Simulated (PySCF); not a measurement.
Q: Write Cartesian coordinates for InChI=1S/C6H13GeN/c1-8-7-5-3-2-4-6-7/h7H,1-6H2 as optimised with PBE0-D3(BJ)/def2-SVP.

A: 
```xyz
21
C6H13GeN angstrom
C      3.242   -0.683    0.401
N      1.982   -0.632    0.409
Ge     1.045    0.745   -0.435
C     -0.218   -0.117   -1.648
C     -1.294   -0.842   -0.834
C     -2.039    0.049    0.163
C     -1.195    0.569    1.329
C     -0.096    1.556    0.926
H      3.771   -1.510    0.916
H      3.909    0.061   -0.090
H      2.043    1.720   -1.116
H     -0.673    0.665   -2.281
H      0.310   -0.810   -2.321
H     -0.829   -1.679   -0.284
H     -2.027   -1.299   -1.520
H     -2.487    0.905   -0.376
H     -2.887   -0.522    0.575
H     -1.863    1.046    2.067
H     -0.737   -0.292    1.846
H     -0.536    2.473    0.497
H      0.503    1.865    1.797
```

Any rigid rotation of these coordinates is as good. Atoms count from 1 in this order. Ge3 (germanium bonded to 2 C, N and H) is distorted tetrahedral (angles from 103.8° to 114.9°). The 6-membered ring Ge3–C4–C5–C6–C7–C8 has internal angles of 103.8° to 115.2°; it is puckered, 0.24 Å rms from its mean plane, widest ring torsion 67°. All 4 C–C bonds measure 1.530 to 1.531 Å.

Bonds between heavy atoms (Å): C1=N2 1.261, N2–Ge3 1.867, Ge3–C4 1.952, C4–C5 1.531, C5–C6 1.530, C6–C7 1.530, C7–C8 1.531, Ge3–C8 1.952.

The calculation used PySCF 2.14.0, PBE0-D3(BJ)/def2-SVP geometry optimisation, gas phase.

Point group: Cs (every atom within 0.08 Å of its image). PBE0-D3(BJ)/def2-SVP frequencies: not computed here. The numbers are those of one conformer (C1–N2–Ge3–C4 126°, N2–Ge3–C4–C5 69°, Ge3–C4–C5–C6 56°, C4–C5–C6–C7 -67°, C5–C6–C7–C8 67°).

Time: 3.0 min; peak memory 0.97 GiB. Hardware: an Arm Neoverse V1 with one thread, shared host with 64 logical CPUs at a one-minute load of 18. That covers the optimisation of the geometry.
